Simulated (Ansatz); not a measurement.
Isolated molecules relaxed with PBE0-D4/def2-TZVP in Ansatz; ΔE leaves out vibrations. CBS: MP2 limit from def2 TZ/QZ plus the TZ coupled-cluster correction, frozen cores. This one scheme is used for every species. Functionals use def2-TZVPP. B3LYP here is the variant with VWN-RPA as its local correlation; programs differ in this. One conformer a species, not always the lowest.

Reaction (hydrogenolysis of the Si–F bond): `O[Si@@H](F)N[Si@@H](O)F` + H₂ → `O[SiH2]N[SiH](O)F` + H–F

`O[Si@@H](F)N[Si@@H](O)F`:

Cartesian coordinates in Å:
```
O -0.365 2.213 -0.379
Si 0.330 1.498 0.902
F -0.474 1.748 2.255
N 0.378 -0.196 0.644
Si -0.016 -1.074 -0.758
O -0.299 -2.600 -0.266
F -1.327 -0.414 -1.405
H -1.139 1.800 -0.771
H 1.645 2.129 1.091
H 0.592 -0.771 1.449
H 0.983 -1.033 -1.844
H -0.306 -3.300 -0.919
```

H₂:

```xyz
2

H     0.137    0.028    0.346
H    -0.137   -0.028   -0.346
```

`O[SiH2]N[SiH](O)F`:

Cartesian coordinates in Å:
```
O 1.342 0.258 -2.171
Si 1.475 -0.495 -0.717
N -0.026 -0.617 0.129
Si -0.990 0.623 0.777
O -1.675 0.047 2.141
F -2.182 1.055 -0.199
H 0.691 -0.075 -2.791
H 1.957 -1.894 -0.857
H 2.438 0.350 0.019
H -0.382 -1.555 0.248
H -0.170 1.834 0.969
H -2.477 0.469 2.452
```

H–F:

Cartesian coordinates in Å:
```
F 0.411 0.183 -0.095
H -0.411 -0.183 0.095
```

Is it downhill or uphill in electronic energy at CCSD(T)/CBS, and by how much? (Best estimate.)

Computed: Uphill: ΔE = +34.9 kcal/mol.

What do these levels give: PBE0-D4, ωB97X-V, B3LYP, HF/def2-TZVPP, CCSD(T)/def2-TZVPP, SCS-MP2/def2-QZVPP? (Best estimate.)

Ansatz gave: PBE0-D4 33.6, ωB97X-V 35.4, B3LYP 34.7, HF/def2-TZVPP 34.9, CCSD(T)/def2-TZVPP 34.7, SCS-MP2/def2-QZVPP 35.3 kcal/mol.

Largest T1 diagnostic among the species: 0.012.

The D4 term adds +1.1 kcal/mol with B3LYP and +0.6 kcal/mol with PBE0; it sums over pairs of atoms, weighted by their polarisabilities, and B3LYP, whose exchange is more repulsive, gets the larger term.
